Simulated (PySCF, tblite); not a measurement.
Give a GFN2-xTB geometry of `c1c(n(CCC)nc1)[SiH3]`.

Z-matrix in Å and degrees, rows numbered from 1:
```
C 
C   1  1.5219
C   2  1.5314  1  111.23
N   3  1.4349  2  111.36  1  -179.19
N   4  1.3254  3  119.67  2   -87.07
C   5  1.3216  4  106.18  3   176.82
C   6  1.3951  5  110.53  4    -0.23
C   4  1.3555  3  127.63  2    88.71
Si  8  1.8679  4  125.32  3     4.75
H   1  1.0874  2  110.54  3   -60.07
H   1  1.0868  2  110.50  3   179.96
H   1  1.0878  2  110.50  3    59.97
H   2  1.0921  1  109.88  3  -120.84
H   2  1.0915  1  110.06  3   120.41
H   3  1.0931  2  110.14  1   -58.21
H   3  1.0932  2  109.58  1    62.07
H   6  1.0723  5  120.31  4   179.60
H   7  1.0711  6  127.79  5   179.67
H   9  1.4600  8  108.19  4   179.05
H   9  1.4676  8  110.18  4   -60.49
H   9  1.4681  8  109.40  4    58.98
```

Of the pairs four or more bonds apart, Si9···H15 is among the closest relative to their van der Waals radii: 2.91 Å, 88 % of the sum of Bondi's values. The 5-membered ring N4–N5–C6–C7–C8 has internal angles of 105.3° to 112.6° (sum 540°, against 540° for a flat polygon); it is planar, 0.00 Å rms from its mean plane, widest ring torsion 0°. The 3 C–N bonds span 1.322 Å (N5–C6, aromatic) to 1.435 Å (C3–N4, drawn single), a spread of 0.113 Å. N4 (pyrrole-type nitrogen) is planar (angles 127.6°, 119.7° and 112.6°, sum 359.9°, 0.03 Å off the plane of its three neighbours).

Computed geometry: GFN2-xTB, gas phase.

Point group: C1 (no symmetry element, even within 0.4 Å). Its GFN2-xTB frequencies are all real (lowest 49 cm⁻¹). One conformer, not necessarily the lowest (C1–C2–C3–N4 -179°, C2–C3–N4–N5 -87°).
